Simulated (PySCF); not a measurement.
B(Cl)(NH2)2 (BClH₄N₂), SMILES NB(N)Cl.

Geometry optimised at PBE-D3(BJ)/def2-SVP. Other conformers were not sampled.

The numbers are results of PBE0/def2-TZVPD in PySCF, not measurements.

Symmetry labels are those of the subgroup C2v that the program uses (full group C2v).

Computed valence orbital energies around the gap with their symmetry:
```
orbital  symmetry  energy (eV)
-------  --------  -----------
HOMO−7         A1       -14.47
HOMO−6         B2       -14.11
HOMO−5         B2       -12.50
HOMO−4         A1       -10.77
HOMO−3         B1       -10.04
HOMO−2         B2        -8.66
HOMO−1         B1        -8.26
HOMO           A2        -7.39
LUMO           A1        -0.16
LUMO+1         B2         0.89
LUMO+2         A1         1.11
LUMO+3         B1         1.44
```
